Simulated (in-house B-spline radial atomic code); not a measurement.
# BLYP excitations of Zn III (Zn2+)

Method: BLYP. Computed with an all-electron radial atomic-structure program (B-spline basis): linear response of the closed shell [Ar] 3d10 with the functional's adiabatic kernel; scalar-relativistic (spin-free one-electron X2C), finite nucleus, no spin-orbit coupling, no double excitations, S, P, D and F terms only. Only terms of natural parity with L up to 3 were computed.

Command:
```bash
python run_td.py task.json out
```
Settings (radii: box in bohr, nucleus in fm):
```
Z                        30
electrons                28
configuration            [Ar] 3d10
hamiltonian              x2c
method                   b88,lyp
box_radius               29.48
rms_radius               3.9283
intervals                73
```

Run time, properties included: 1.7 s on 1 thread of Intel(R) Xeon(R) Platinum 8259CL CPU @ 2.50GHz (Skylake/Cascade Lake) (shared host).

The lowest states, in the order of their Tamm-Dancoff energies; the method's threshold (minus the highest occupied level) is 30.89 eV. Labels give the largest channel, * marks a mixed state, and oscillator strengths are full-response dipole values. Semilocal kernels can invert the small singlet-triplet splittings of Rydberg terms. Energies in eV:

| state | full response | Tamm-Dancoff | oscillator strength |
| --- | --- | --- | --- |
| 3d → 4s 3D | 7.128 | 7.157 | - |
| 3d → 4s 1D | 7.768 | 7.780 | - |
| 3d → 4p 3P | 14.426 | 14.450 | - |
| 3d → 4p 3F | ? | ? | - |
| 3d → 4p 1F | 14.818 | 14.819 | - |
| 3d → 4p 1P | 15.624 | 15.705 | 0.443 |
| 3d → 5s 3D | 22.422 | 22.426 | - |
| 3d → 5s 1D | 22.516 | 22.517 | - |
| 3d → 4d 3S | 22.972 | 22.987 | - |
| 3d → 4d 3D | 23.157 | 23.160 | - |
| 3d → 4d 1D | ? | ? | - |
| 3d → 5p 3P | 24.423 | 24.428 | - |
| 3d → 5p 3F | 24.426 | 24.429 | - |
| 3d → 5p 1F | 24.490 | 24.490 | - |
| 3d → 5p 1P | 24.652 | 24.668 | 0.0396 |
| 3d → 4d 1S | 24.515 | 24.682 | - |

Q: Where does 3d → 4p 3F lie?

A: At 14.469 eV in full response, 14.487 eV in Tamm-Dancoff.

Q: Where does 3d → 4d 1D lie?

A: At 23.359 eV in full response, 23.367 eV in Tamm-Dancoff.

Q: How large is the singlet-triplet splitting of 3d → 4s (D terms) in Tamm-Dancoff?

A: 0.623 eV, from the unrounded values.

Q: What polarisabilities and dispersion coefficient does the method give?

A: Dipole 3.059 bohr³, quadrupole 10.95 bohr⁵, C6 8.276 hartree·bohr⁶ for two such species.
